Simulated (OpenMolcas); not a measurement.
Computed levels of 4f⁴ in ions with 58 electrons, in cm-1 above ⁵I₄.

```json
{"Program": "OpenMolcas", "Method": "RASSCF", "Basis": "ANO-RCC-VTZP", "Scalar Hamiltonian": "DKH2, point nucleus", "Spin-orbit coupling": "state interaction with AMFI integrals over the reference wave functions, term energies averaged over their components"}
```

Active space for each ion: 4 electrons in 14 orbitals (RAS2 4f; RAS3 5f, at most 2 electrons).

```csv
Level,Nd2+,Sm4+
⁵I₅,1220,2032
⁵I₆,2586,4278
⁵I₇,4053,6637
⁵I₈,5574,9028
⁵F₁,14444,19236
⁵F₂,14879,19938
```

**Question.** Estimate ⁵I₈, ⁵F₁, ⁵F₂ for Pm3+ from its neighbours Nd2+ and Sm4+.

**Answer.** ⁵I₈ is fine structure, which grows about as the fourth power of a screened charge, so the fourth roots are averaged: ((5574^0.25 + 9028^0.25) / 2)^4 = 7146. The calculation gives 7213, so the estimate is off by -0.9 %.
⁵F₁ is another term, which grows about linearly with the charge: (14444 + 19236) / 2 = 16840. The calculation gives 16989, so the estimate is off by -0.9 %.
⁵F₂ is another term, which grows about linearly with the charge: (14879 + 19938) / 2 = 17408. The calculation gives 17551, so the estimate is off by -0.8 %.

High states are left out of the spin-orbit mixing, which shifts the levels that they would mix with. Without dynamic correlation excited terms often stand tens of per cent too high (terms of higher spin than the ground term too low), and those without a measured partner can miss by more than the paired ones. Active for correlation alone: 5f; no level in the range computed is led by a configuration that fills it, so any true level of that kind is missing. Only configurations of the active space appear.
